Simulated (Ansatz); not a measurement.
CH8AlBSi2, SMILES `[AlH2][CH]1[SiH2]B1[SiH3]` from Hartree–Fock to CCSD(T)

Z-matrix (Å, degrees):
```
Si
C 1 1.892
Al 1 2.566 2 51.1
B 1 1.950 2 44.7 3 128.5
H 1 1.542 2 101.2 3 8.4
H 1 1.482 2 124.1 3 -110.2
H 2 1.091 1 141.8 3 102.7
H 3 1.581 1 112.9 2 109.6
H 3 1.582 1 115.9 2 -99.0
Si 4 1.984 1 143.9 2 162.0
H 10 1.489 4 113.4 1 -159.2
H 10 1.490 4 109.3 1 -38.2
H 10 1.489 4 109.4 1 79.8
```

The species carries charge 0 and has multiplicity 1. Geometry: relaxed with PBE0-D4/def2-TZVP. Frozen core, restricted reference, Ansatz. CBS rows extrapolate triple and quadruple zeta; past MP2 they add the triple-zeta difference.

```csv
basis,HF (Eh),MP2 corr.
def2-SVP,-886.60836,-0.49465
def2-TZVPP,-886.96851,-0.60503
def2-QZVPP,-886.99627,-0.64522
```

Question: Estimate the CCSD correlation energy and the (T) correction in each basis where they were run (hartree).

Answer: 
| basis | CCSD corr. | (T) |
| --- | --- | --- |
| def2-SVP | -0.56488 | -0.02138 |
| def2-TZVPP | -0.67080 | -0.03067 |
| CBS(def2) | -0.74077 | as TZ |
